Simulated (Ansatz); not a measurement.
Consider the homolysis of the H–In bond: `C[N](C)[InH2]` → H• + `C[N](C)[InH]`•.

Isolated molecules relaxed with PBE0-D4/def2-TZVP in Ansatz; ΔE leaves out vibrations. CCSD(T)/CBS is the MP2 limit (def2-TZVPP, def2-QZVPP) plus CCSD(T) − MP2 in def2-TZVPP, frozen cores. This one scheme is used for every species, atoms too. DFT in def2-TZVPP. Open shells (•) are unrestricted, without spin–orbit coupling. def2 core potentials past Kr. For In outer-core shells are correlated without core-valence functions, so the limit isn't a true one: a few kJ/mol of doubt a bond, and 10 to 20 or more in all where bonds break to atoms.

Question: What is ΔE at CCSD(T)/CBS? (Best estimate.)

Answer: Computed: +324.3 kJ/mol.

Question: What do these levels give: r2SCAN-D4, B2PLYP, PBE, r2SCAN, MP2/def2-TZVPP, CCSD/CBS(def2)? (An estimate is asked.)

Answer: Ansatz gave: r2SCAN-D4 303.6, B2PLYP 309.4, PBE 298.1, r2SCAN 303.3, MP2/def2-TZVPP 306.6, CCSD/CBS(def2) 323.4 kJ/mol.

Largest T1 diagnostic among the species: 0.019.

In def2-TZVPP, CCSD(T) changes the Hartree–Fock value by +84.3 kJ/mol (the triples alone add +0.9 kJ/mol) and MP2 by +73.4 kJ/mol; breaking electron pairs costs correlation energy, which Hartree–Fock lacks. From PBE to PBE0 (25 % exact exchange), in def2-TZVPP and without D4, ΔE moves by +4.6 kJ/mol.
